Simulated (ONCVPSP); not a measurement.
**Before and after: ONCV potential for Sb**

```
Element                 : antimony
Generator               : ONCVPSP 4.0.1
Type                    : optimised norm-conserving Vanderbilt (ONCV)
Functional              : LDA (Perdew-Wang 92)
Relativity              : scalar-relativistic
Frozen core             : [Ar] 3d10
Valence charge          : 23
Reference configuration : 4s2 4p6 4d10 5s2 (charge +3)
Partial waves           : 4s+5s: rc 1.00 bohr, ncon 4, nbas 9, qcut 9.2 1/bohr, 2 projectors; 4p: rc 1.05 bohr, ncon 3, nbas 6, qcut 13.5 1/bohr, 1 projector; 4d: rc 1.25 bohr, ncon 3, nbas 8, qcut 11.8 1/bohr, 3 projectors, debl 2.2 Ha
Local potential         : polynomial inside 0.80 bohr (lpopt 3, dvloc0 0 Ha)
Core correction         : polynomial model core, fcfact 0.2
```

In the d channel the program set the typed energies aside and used -2.313, 0.250, 2.450 Ha.

Change: functional PBEsol. In the d channel the program set the typed energies aside and used -2.307, 0.250, 2.450 Ha.

Cutoffs: the cutoffs (Ha) at which the residual kinetic energy of the hardest occupied pseudo-wave falls to 1 and 0.1 mHa per electron; they do not see the model core or the augmentation charge, which bear on the density cutoff. Errors are all-electron minus pseudo energies relative to the spin-unpolarised reference configuration.

Problem. How do hardness, ghosts and transferability respond?

Solution. The potential gets neither clearly harder nor softer (64 Ha and 221 Ha → 64 Ha and 221 Ha); the errors of the 4 common tests hardly move; neither file shows a bound ghost.

```tsv
quantity	base	changed
cutoff, loose	64 Ha	64 Ha
cutoff, tight	221 Ha	221 Ha
loose cutoff by channel	s 49 Ha, p 64 Ha, d 47 Ha	s 49 Ha, p 64 Ha, d 47 Ha
bound ghosts	none	none
GHOST(+) flags under 300 eV	s at 297.6 eV	s at 298.6 eV
error for 4s2 4p6 4d10 5s2 5p3, meV [ΔE -49.54 → -48.80 eV]	+457	+446
error for 4s2 4p6 4d10 5s2 5p2, meV [ΔE -41.03 → -40.46 eV]	+384	+376
error for 4s2 4p6 4d10 5s2 5p1, meV [ΔE -24.78 → -24.45 eV]	+237	+233
error for 4s2 4p5 4d10 5s2 5p3, meV [ΔE 60.24 → 61.00 eV]	+748	+732
s: phases at 1.01 bohr within 0.05 rad from the reference energy up to (Ha; the scan ends near 5)	to the end of the scan	to the end of the scan
p: phases at 1.07 bohr within 0.05 rad from the reference energy up to (Ha; the scan ends near 5)	1.6	1.6
d: phases at 1.27 bohr within 0.05 rad from the reference energy up to (Ha; the scan ends near 5)	to the end of the scan	to the end of the scan
rms error of d²Exc/dni dnj with the model core, mHa	0.55	0.53
```
